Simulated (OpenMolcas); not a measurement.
Ionisation energies of titanium

```yaml
Program: OpenMolcas
Basis: ANO-L-VTZP [6s5p3d2f1g]
Scalar_Hamiltonian: non-relativistic, point nucleus
Spin-orbit_coupling: RASSI with atomic mean-field integrals over the reference wave functions, term energies averaged over their components
```

Active shells in each charge state: the valence d, s shells, with orbitals averaged over the low states. Where CASPT2's correlated closed shells are named, they are those of the first ion.

A. CASSCF
B. MS-CASPT2, IPEA 0.25 Eh, imaginary shift 0.1 Eh (closed shells correlated: 3s 3p)
C. SS-CASPT2, IPEA 0.25 Eh, imaginary shift 0.1 Eh (closed shells correlated: 3s 3p)
D. SS-CASPT2, IPEA 0 Eh, imaginary shift 0.1 Eh (closed shells correlated: 3s 3p)
E. MS-CASPT2, IPEA 0 Eh, imaginary shift 0.1 Eh (closed shells correlated: 3s 3p)

Energies in eV between the lowest computed levels, named as in B; reference values from the NIST Atomic Spectra Database with their kind.

```csv
From,To,A,B,C,D,E,Spin-orbit share in B,Reference
Ti 3d2 4s2 3F2,Ti+ 3d2 4s 4F 3/2,5.186,6.751,6.751,6.988,6.988,-0.004,6.828 (measured)
Ti+ 3d2 4s 4F 3/2,Ti2+ 3d2 3F2,12.627,13.667,13.667,13.739,13.739,-0.005,13.575 (measured)
```

Other lowest levels: A, Ti 3d3 4s 5F1 to 3d2 4s 4F 3/2.

Error against the reference values, in %:

```
From  Reference      A     B     C     D     E
  Ti   measured  -24.0  -1.1  -1.1  +2.3  +2.3
 Ti+   measured   -7.0  +0.7  +0.7  +1.2  +1.2
```

Mean absolute error over the 2 measured values: A 1.30 eV, B 0.08 eV, C 0.08 eV, D 0.16 eV, E 0.16 eV.

The lowest level within the active space need not be the ion's true ground level.
